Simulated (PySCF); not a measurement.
All values below come from TPSSh-D3(BJ)/def2-TZVP // B3LYP-D3(BJ)/def2-SVP in PySCF. Gas-phase values, no solvent. One relaxed conformer stands for a flexible species; it need not be the lowest. Excitations are Tamm–Dancoff values on a coarser integration grid. The basis has no diffuse functions, so Rydberg states are missing or too high.

Reference species (SMILES): `c12-c(ccccc1)c(c(F)c2)B` (neutral, multiplicity 1).

```json
{
 "LUMO": "-2.76 eV",
 "T1 excitation (TDA)": "2.34 eV"
}
```

Changed species: `Bc1cc2cccc(F)cc-2c1`.

Q: What does the change do to the LUMO and T1 excitation (TDA)?

A: the LUMO drops by 0.58 eV, to -3.34 eV; the T1 excitation (TDA) falls by 0.94 eV, to 1.40 eV.
